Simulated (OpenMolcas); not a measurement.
A calculation on Al+.

* Program: OpenMolcas 26.06
* Method: MS-CASPT2, IPEA 0.25 Eh, imaginary shift 0.1 Eh (closed shells correlated: 2s 2p)
* Basis: ANO-RCC-VTZP [5s4p2d1f]
* Scalar Hamiltonian: DKH2, point nucleus
* Active space: 2 electrons in 4 orbitals (3s 3p)
* State averaging: 2S+1 = 3 even, 3 roots; 2S+1 = 1 even, 7 roots kept (CI in the orbitals of an earlier block); 2S+1 = 3 odd, 3 roots; 2S+1 = 1 odd, 3 roots kept (CI in the orbitals of an earlier block)
* Spin-orbit coupling: RASSI with atomic mean-field integrals over the reference wave functions, term energies averaged over their components

(1) Which level of the active space comes out lowest?

(2) How high does 3s 3p ³P°₂ lie?

(3) How high does 3s 3p ³P°₀ lie?

(4) How high does 3p² ¹S₀ lie?

(5) The level at 11.616 eV has J = 2. What is it made of, and what is its g factor?

Measured values: NIST Handbook of Basic Atomic Spectroscopic Data.

Answers

(1) 3s² ¹S₀, with 100 % of that term; it is also the measured ground level.

(2) 4.544 eV above the lowest level; measured 4.6591 eV above the ground level, so the calculation is off by -2 %.

(3) 4.525 eV above the lowest level; measured 4.6361 eV above the ground level, so the calculation is off by -2 %.

(4) 13.919 eV above the lowest level; measured 13.8413 eV above the ground level, so the calculation is off by +1 %.

(5) 91 % 3p² ³P₂, 9 % 3p² ¹D; g = 1.457, against 1.501 from Landé's formula for the pure leading term.

Over all roots computed the reference weight is 0.91 to 0.98; the roots of lowest weight are the least certain, and an intruder state may touch them. Terms from blocks run as CI alone lack orbitals of their own. The ¹D term of p² mixes with s d, which this space lacks. Measured partners are found by configuration, term and J. A level has none where our copy of the source lacks it or the pairing is in doubt (some pairs that miss far off the trend of their configuration count as doubtful), and it then counts in no deviation. Levels of configurations outside the active space are missing.

° marks odd parity.
